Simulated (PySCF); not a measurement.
sulfur tetrafluoride (F4S), SMILES FS(F)(F)F. The structure is a stationary point at PBE0-D3(BJ)/def2-SVP.

Question: Give the equilibrium geometry at PBE0-D3(BJ)/def2-SVP (PySCF confirms it by a frequency run) as a Z-matrix, and its point group. (Estimate from the structure and the level; the computed values follow.)

Answer: point group C2v.
```
S
F 1 1.5808
F 1 1.5808 2 101.08
F 1 1.6579 2 87.53 3 87.00
F 1 1.6579 2 87.53 4 -174.00
```
Charge 0, spin multiplicity 1.
